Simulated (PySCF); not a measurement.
C₄H₄Cl₂, SMILES C=C(/C=C\Cl)Cl.

The structure is a stationary point at PBE-D3(BJ)/def2-SVP. The structure was generated by enumeration; whether it is a known compound was not checked. One conformer was computed; it need not be the lowest.

The numbers are results of PBE-D3(BJ)/def2-SVP in PySCF, not measurements.

Frequencies are harmonic and unscaled.

```
mode  ν (cm⁻¹)  IR (km/mol)  moving atoms (share of kinetic energy)
----  --------  -----------  --------------------------------------
1           51          0.1                 C 51 %, Cl 32 %, H 17 %
2          154          0.1                                 Cl 93 %
3          264          0.3                         Cl 50 %, C 45 %
4          308          3.7                          C 73 %, H 24 %
5          381          2.4                 C 51 %, H 31 %, Cl 18 %
6          564         11.3                          C 74 %, H 23 %
7          616         24.1                         C 56 %, Cl 37 %
8          649          3.6                                  H 95 %
9          676          5.5                  C 81 %, Cl 11 %, H 8 %
10         743         17.2                          H 70 %, C 30 %
11         756         34.2                 C 67 %, Cl 18 %, H 15 %
12         834         42.3                          H 70 %, C 30 %
13         906          0.0                          H 79 %, C 21 %
14         916         17.5                          H 58 %, C 40 %
15        1154         41.9                          H 51 %, C 48 %
16        1238         10.2                          H 75 %, C 25 %
17        1302         25.0                          H 74 %, C 25 %
18        1354         26.6                          H 76 %, C 24 %
19        1583          4.1                          C 90 %, H 10 %
20        1645         62.7                                  C 95 %
21        3090          0.5                                  H 92 %
22        3097          2.6                                  H 94 %
23        3137          5.4                           H 91 %, C 9 %
24        3208          0.9                          H 89 %, C 11 %
```
